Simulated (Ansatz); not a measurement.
Cost and result for the atomization energy of FGeH$_{6}$NSi, SMILES `F[SiH2][NH][GeH3]` (10 atoms, 9 bonds).

Z-matrix (Å, degrees):
```
Si
N 1 1.698
F 1 1.604 2 113.4
H 1 1.481 2 109.6 3 117.9
H 1 1.480 2 108.7 3 -117.4
Ge 2 1.846 1 127.4 3 83.5
H 2 1.010 1 117.0 3 -84.5
H 6 1.538 2 108.9 1 132.3
H 6 1.533 2 106.0 1 12.6
H 6 1.539 2 110.6 1 -107.5
```

Total charge 0; spin multiplicity 1. Correlated methods include outer-core shells of Ge, which these sets cover unevenly. Scalar relativity is left out up to krypton. Geometry: relaxed with PBE0-D4/def2-TZVP. It is one conformer, not always the lowest. Program: Ansatz. All runs use 4 threads of an INTEL XEON PLATINUM 8581C on a shared host. Times are those of one run each, without the atoms' runs, and a repeat can differ threefold. Electronic energies, without spin–orbit coupling; frozen cores. CCSD(T)/CBS adds CCSD(T) − MP2 in def2-TZVPP to the MP2 limit, and its time is that of the two runs behind it. T1 = 0.012. With those shells the extrapolation isn't a true limit. B3LYP takes the VWN-RPA correlation (the form of Gaussian; ORCA's B3LYP/G). HSE06 is the plane-wave form, built on full-range PBE exchange.

CCSD(T)/CBS is a level of theory with its own doubt, some kJ/mol a heavy atom from the limit and from the frozen cores, so smaller differences don't rank the functionals.

```
                            level  functions  wall time  atomization (kcal/mol)  difference from CCSD(T)/CBS  per bond
  PBE-D4/def2-TZVPP (with forces)        236      1.6 s                   763.0                         -8.3      -0.9
               PBE0-D4/def2-TZVPP        236        2 s                   753.9                        -17.4      -1.9
              HSE06-D4/def2-TZVPP        236      2.3 s                   754.0                        -17.3      -1.9
B3LYP-D4/def2-TZVPP (with forces)        236      2.9 s                   764.3                         -7.0      -0.8
            r2SCANh-D4/def2-TZVPP        236      3.1 s                   758.7                        -12.6      -1.4
                B2PLYP/def2-TZVPP        236      3.5 s                   757.6                        -13.7      -1.5
                 CCSD(T)/def2-SVP        108      3.7 s                   708.2                        -63.1      -7.0
              PBE-QIDH/def2-TZVPP        236      4.2 s                   755.1                        -16.2      -1.8
               ωB97X-V/def2-TZVPP        236      4.7 s                   772.8                          1.5       0.2
 ωB97M-V/def2-TZVPP (with forces)        236      6.5 s                   766.1                         -5.2      -0.6
                   MP2/def2-QZVPP        453       15 s                   767.6                         -3.7      -0.4
               CCSD(T)/def2-TZVPP        236       75 s                   750.7                        -20.6      -2.3
                CCSD(T)/CBS(def2)          –       90 s                   771.3                          0.0       0.0
```

From BLYP to BHLYP (50 % exact exchange), in def2-TZVPP and without D4, the atomization energy moves by −7.4 kcal/mol: exact exchange takes away binding that semilocal exchange gives to molecules. At CCSD(T), def2-SVP lies −63.1 kcal/mol from the extrapolated value and def2-TZVPP −20.5 kcal/mol: correlation converges slowly with the basis, and small sets miss more of it in the bonded molecule than in its fragments. The D4 term adds +7.6 kcal/mol with B3LYP and +4.0 kcal/mol with PBE0; it sums over pairs of atoms, weighted by their polarisabilities, and B3LYP, whose exchange is more repulsive, gets the larger term.

For some Ge, Se and Sn compounds the MP2-based and the directly extrapolated limit differ by 10 to 25 kJ/mol.
